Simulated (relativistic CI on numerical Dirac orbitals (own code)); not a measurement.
# Tc28+: sensitivity of the levels to the model

Base calculation: Dirac-Coulomb-Breit CI, orbitals from a KLI potential per configuration, QED by a radiative potential, unscaled Slater integrals.

CI space (outside the closed core [Ne]): 3s2.3p3, 3s.3p4, 3s2.3p2.3d, 3p5, 3s.3p3.3d, 3p4.3d, 3s.3p2.3d2, 3s2.3p.3d.4p, 3p4.4s, 3s.3p2.3d.4s, 3s2.3p2.4s, 3p4.4p, 3s2.3p.3d2, 3s2.3d3, 3s.3p.3d3, 3s2.3d2.4s, 3p3.3d2, 3p2.3d3, 3p2.3d2.4s, 3s2.3p.3d.4s, 3s.3p.3d2.4s, 3s2.3d.4s2, 3s.3p2.3d.4p, 3s.3p.3d2.4p, 3p2.3d2.4p, 3s.3p.3d.4s.4p. Double excitations out of closed p, d and f shells are left out; levels of such configurations are missing from the list, as are those of other unlisted configurations, and high levels can miss mixing partners.

Variants: (1) P86 correlation estimate; (2) only the first 3 configurations; (3) non-relativistic limit. Shifts of the energy above 3s2.3p3 4S°_3/2, in cm⁻¹, for the lowest level and the first level of each name with at least 55 % of one term (blank where a level changes its place among those of its configuration and J or its character, or is not in the variant):

```csv
Level,Base,Δ(1),Δ(2),Δ(3)
3s2.3p3 4S°_3/2,0,0,0,0
3s2.3p3 2D°_5/2,224224,+5,+1259,-128781
3s2.3p3 2P°_1/2,284064,+19,+8935,-132399
3s2.3p3 2P°_3/2,459904,+29,+8992,-308240
3s.3p4 4P_5/2,760616,+1792,-17814,-187660
3s.3p4 4P_1/2,878604,+1797,-15015,-305648
3s2.3p2.3d 2F_5/2,1083799,+1819,-12059,-138026
3s2.3p2.3d 4F_7/2,1113337,+1817,-14566,-195495
3s2.3p2.3d 4F_9/2,1170826,+1817,-14506,-252985
3s2.3p2.3d 2G_7/2,1257956,+1824,-10544,
3s2.3p2.3d 2D_3/2,1321628,+1836,,-215105
3s2.3p2.3d 2G_9/2,1382991,+1828,-11492,-340966
3s.3p3.3d 6D°_1/2,1625177,+3454,,-320915
3s.3p3.3d 6D°_5/2,1626257,+3450,,-321995
```

At this charge energies of transitions that change n are usually good to better than 1 %, and those within a shell (Δn = 0) to a few per cent.

Ionisation energy from the two ground configurations alone: base 1544.71 eV; P86 correlation estimate 1546.38 eV. The NIST ASD value (semi-empirical) is 1559 eV.

LS names give the leading component of a level, which can be under half, so a name can repeat, a term be missing and a line seem to break the LS rules.
